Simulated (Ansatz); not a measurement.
C₇H₁₄N₂O₃S⁻, that is 1-ethyl-3-methylimidazolium mesylate with one electron more. The state is a doublet with charge -1. Geometry PBE-D4/def2-SVP, that of the neutral singlet; atoms count from 1.

```
atom   x (Å)   y (Å)   z (Å)
  C1  -2.379   2.278  -0.407
  C2  -1.798   0.999  -0.996
  N3  -0.329   1.025  -1.074
  C4   0.445   0.985  -2.217
  C5   1.750   0.816  -1.816
  N6   1.745   0.762  -0.435
  C7   2.861   0.405   0.438
  C8   0.475   0.870  -0.007
  H9  -3.484   2.205  -0.385
 H10  -2.102   3.177  -0.996
 H11  -2.040   2.421   0.639
 H12  -2.038   0.116  -0.359
 H13  -2.162   0.821  -2.027
 H14   0.008   1.064  -3.217
 H15   2.671   0.722  -2.398
 H16   2.466  -0.332   1.176
 H17   3.255   1.303   0.954
 H18   3.658  -0.049  -0.177
 H19   0.145   0.747   1.033
 C20  -0.581  -3.389   1.864
 S21  -0.214  -1.743   1.209
 O22   0.853  -1.177   2.126
 O23   0.257  -1.944  -0.204
 O24  -1.513  -0.972   1.311
 H25  -0.930  -3.277   2.907
 H26  -1.368  -3.843   1.234
 H27   0.347  -3.990   1.824
```

The highest occupied level of the charge -1 doublet lies above zero (up to 2.88 eV). By energy differences it is unbound by 1.07 eV (vertical, against the charge 0 singlet, at PBE0-D4/def2-SVP) and held by the finite basis.

(1) Estimate the Mulliken populations from the PBE0/def2-SVP orbitals of Ansatz.

(2) Where does the spin sit?

(3) And the Mayer bond orders between heavy atoms (over 0.3)?

## Answers

(1) 
| atom | charge (e) | spin (α − β) |
| --- | --- | --- |
| C1 | -0.08 | 0.01 |
| C2 | 0.08 | -0.01 |
| N3 | -0.29 | 0.13 |
| C4 | 0.03 | -0.02 |
| C5 | 0.03 | 0.00 |
| N6 | -0.29 | 0.14 |
| C7 | 0.09 | -0.02 |
| C8 | 0.03 | 0.69 |
| H9 | 0.00 | 0.00 |
| H10 | 0.01 | 0.00 |
| H11 | 0.05 | 0.00 |
| H12 | 0.07 | 0.02 |
| H13 | -0.01 | 0.00 |
| H14 | -0.01 | 0.00 |
| H15 | -0.01 | 0.00 |
| H16 | 0.08 | 0.01 |
| H17 | -0.02 | 0.05 |
| H18 | 0.00 | 0.00 |
| H19 | 0.04 | -0.03 |
| C20 | -0.12 | 0.00 |
| S21 | 0.93 | 0.01 |
| O22 | -0.59 | 0.00 |
| O23 | -0.58 | 0.01 |
| O24 | -0.59 | 0.00 |
| H25 | 0.05 | 0.00 |
| H26 | 0.05 | 0.00 |
| H27 | 0.05 | 0.00 |
Mulliken values depend strongly on the basis.

(2) Summed by element: C 0.66, N 0.27, H 0.06, S 0.01, O 0.01, of 1 unpaired in all. Largest on single atoms: C8 0.69, N6 0.14, N3 0.13.

(3) C1–C2 1.08 (1.52 Å); C2–N3 0.99 (1.47 Å); N3–C4 1.14 (1.38 Å); N3–C8 1.07 (1.34 Å); C4–C5 1.62 (1.38 Å); C5–N6 1.13 (1.38 Å); N6–C7 0.99 (1.46 Å); N6–C8 1.07 (1.35 Å); C20–S21 0.85 (1.81 Å); S21–O22 1.45 (1.52 Å); S21–O23 1.54 (1.50 Å); S21–O24 1.46 (1.51 Å).
